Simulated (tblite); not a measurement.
Species: C8H9 (doublet state).
SMILES with atom numbers: `[H]/[C:1]=[C:2](/[CH3:3])[C:4]1=[CH:5][C@@H:6]1[CH:7]=[CH2:8]` (hydrogens: H9 on C1; H10, H11, H12 on C3; H13 on C5; H14 on C6; H15 on C7; H16, H17 on C8)

Structure used (GFN2-xTB), in Å, numbered top down from 1:
```
atom  x, y, z in Å
C1     1.7296   -1.5342   -0.2169
C2     1.6457   -0.2498    0.0032
C3     2.8034    0.6070    0.4508
C4     0.4024    0.4671   -0.1583
C5    -0.2993    1.5614   -0.0503
C6    -1.0431    0.3490   -0.5727
C7    -2.0004   -0.3564    0.2912
C8    -3.0707   -0.9980   -0.1503
H9     1.0871   -2.3250   -0.5257
H10    3.0239    1.3565   -0.3076
H11    3.6856   -0.0040    0.6169
H12    2.5442    1.1241    1.3725
H13   -0.4050    2.5856    0.2081
H14   -1.2790    0.3022   -1.6344
H15   -1.7734   -0.3293    1.3502
H16   -3.3116   -1.0350   -1.2000
H17   -3.7464   -1.5091    0.5132
```

Computed geometry: GFN2-xTB, gas phase. This method treats the open shell by occupation alone, without spin polarisation.

Take the most abundant isotopes and a rigid rotor. The values belong to one conformer with, in the numbering `[H]/[C:1]=[C:2](/[CH3:3])[C:4]1=[CH:5][C@@H:6]1[CH:7]=[CH2:8]`, C1–C2–C4–C5 174°, C5–C6–C7–C8 150°.

Task: What are A, B and C (MHz)?

Result: Ia = 111.32, Ib = 421.67, Ic = 501.25 u·Å²; 505379 MHz·u·Å²/I gives A = 4540, B = 1199, C = 1008 MHz.

Task: Classify the top.

Result: An asymmetric top. Ray's parameter κ = (2B − A − C)/(A − C) = -0.892; −1 is the prolate and +1 the oblate limit.

Task: What does the inertial defect say?

Result: Not planar: Δ = Ic − Ia − Ib = -31.74 u·Å². For a rigid frame Δ = −2 Σ m c², so Σ m c² = 15.87 u·Å² lies off the ab plane: 8.36 from hydrogen and 7.51 from heavier atoms. The atom farthest from that plane is 1.54 Å away.

Task: Give the other two planar moments, Paa and Pbb, and the rms extents of the mass along the axes.

Result: Paa = Σ m a² = (Ib + Ic − Ia)/2 = 405.80 and Pbb = Σ m b² = (Ia + Ic − Ib)/2 = 95.45 u·Å². With the mass M = 105.07 u, the rms extents √(P/M) along a, b and c are 1.97, 0.95, 0.39 Å.

Task: Estimate the classical rotational partition function at 50 K, 200 K and 500 K.

Result: Point group C1, symmetry number σ = 1; q = (√π/σ)·√((kT/h)³/(ABC)), k/h = 20836.6 MHz/K: 25400 at 50 K, 204000 at 200 K, 805000 at 500 K.

For this open shell read J as N, the rotation without spin; fine and hyperfine splittings come on top. Its GFN2-xTB frequencies are all real (lowest 41 cm⁻¹). These are rigid-rotor constants of the computed structure; measured ground-state constants (B0) also hold zero-point vibration.

On one thread of an Intel Xeon Platinum 8488C, no GPU (shared host), this took 0.49 s. That covers the optimisation of the geometry.
